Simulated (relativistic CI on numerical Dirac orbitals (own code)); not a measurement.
O³⁺: what numerical and physical settings do to a radial Dirac CI calculation

Reference input:

```
atom O  Z=8  charge=3  electrons=5
nucleus A=16  rms_radius_fm=2.6991
hamiltonian dirac-coulomb  breit=on  qed=on  c_scale=1
orbitals kli  potential=per-configuration
slater_scale 1
correlation none
mixing on
grid step=0.0125 r_max=25.7
scf mixing=0.4 start=green max_iterations=150 tolerance=2e-08 node_fill=0.05
configurations
  [He] 2s2 2p
  [He] 2s 2p2
  [He] 2p3
  [He] 2s2 3s
  [He] 2s2 3p
end
```

Computed lowest total energy -71.19446 Ha, first excitation 376.7 cm⁻¹, 44 SCF steps. Runs with settings changed; * marks those that are bad on purpose (the QED terms keep the true α when c is scaled):

```csv
Changed,Outcome,Lowest level,ΔE (Ha),First excitation (cm⁻¹),SCF steps,Message
grid step 0.006,converged,2s2.2p 2P°_1/2,-1.36e-06,376.7,43,
SCF tolerance 1e-06,converged,2s2.2p 2P°_1/2,1.23e-09,376.7,39,
speed of light × 10,converged,2s2.2p 2P°_1/2,0.0497,3.9,44,
SCF tolerance 1e-05,converged,2s2.2p 2P°_1/2,2.27e-08,376.7,33,
end of the grid at 6.42 bohr *,not converged,,,,10,orbital 2s not found
node fill of the KLI weights 5 *,converged,2s2.2p 2P°_1/2,0.0218,400.8,48,
```

With so few configurations and no correlation, terms lie too far apart (by 10 to 50 % near neutrality), their order can be wrong, and levels of other configurations are missing.
